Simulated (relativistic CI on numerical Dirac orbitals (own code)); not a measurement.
Computed by Dirac-Coulomb-Breit CI, orbitals from a KLI potential per configuration, QED by a radiative potential, unscaled Slater integrals (own radial code, finite nucleus).

CI space (outside the closed core [Ar] 3d10): 4s²4p⁵, 4s4p⁶, 4s²4p⁴4d, 4s4p⁵4d, 4s²4p⁴4f, 4s4p⁵4f, 4p⁶4d, 4s4p⁴4d², 4s²4p³4d4f, 4p⁶4f, 4s²4p⁴5s, 4s²4p⁴5p, 4p⁶5s, 4p⁵4d4f, 4s4p⁴4d5s, 4s4p⁴4f², 4s4p⁵5s, 4s²4p⁴5d, 4s²4p³4f5s, 4s4p⁵5p, 4s²4p⁴5f, 4s²4p⁴5g, 4s4p⁵5d, 4s²4p⁴6s, 4s²4p⁴6p, 4p⁵4f5s, 4s4p⁵5f, 4s²4p³4d², 4s²4p²4d³, 4s4p³4d³, 4s²4p²4d²4f, 4s4p³4d²4f, 4s²4p²4d²5s, 4p⁵4d², 4p⁴4d³, 4p⁴4d²4f, 4p⁴4d²5s, 4p⁵4d5s, 4p⁴4d4f5s, 4p⁴4d5s², 4s²4p³5s², 4s²4p²4d5s², 4s4p³4d5s², 4s²4p²4f5s², 4s4p³4f5s². Double excitations out of closed p, d and f shells are left out; levels of such configurations are missing from the list, as are those of other unlisted configurations, and high levels can miss mixing partners. These lack a partner that the ground configuration has and come out too high: 4s²4p⁴5p, 4s4p⁵5s, 4s²4p⁴5d, 4s4p⁵5p, 4s²4p⁴5f.

At this charge energies of transitions that change n are usually good to better than 1 %, and those within a shell (Δn = 0) to a few per cent.

Outline of the computed level scheme of Nd XXVI. Lowest level of each configuration: 4s²4p⁵ ²P°3/2 at 0.000 eV; 4s4p⁶ ²S1/2 at 91.385 eV; 4s²4p⁴4d ⁴D3/2 at 100.695 eV; 4s4p⁵4d ⁴P°1/2 at 190.574 eV; 4s²4p³4d² ⁴F°3/2 at 207.471 eV.

Some strong electric-dipole decays among the lowest 45 levels: 4s²4p⁴4d ²D5/2 → 4s²4p⁵ ²P°3/2 (9.8e+11 s⁻¹); 4s²4p⁴4d ²S1/2 → 4s²4p⁵ ²P°3/2 (9.2e+11 s⁻¹); 4s²4p⁴4d ²D3/2 → 4s²4p⁵ ²P°1/2 (8.5e+11 s⁻¹); 4s²4p⁴4d ²P1/2 → 4s²4p⁵ ²P°1/2 (6.8e+11 s⁻¹); 4s²4p⁴4d ²P3/2 → 4s²4p⁵ ²P°3/2 (5.6e+11 s⁻¹); 4s²4p⁴4d ²D3/2 → 4s²4p⁵ ²P°3/2 (2.8e+11 s⁻¹); 4s²4p⁴4d ²D3/2 → 4s²4p⁵ ²P°1/2 (1.3e+11 s⁻¹); 4s²4p⁴4d ²F5/2 → 4s²4p⁵ ²P°3/2 (1.1e+11 s⁻¹).

LS names give the leading component of a level, which can be under half, so a name can repeat, a term be missing and a line seem to break the LS rules.
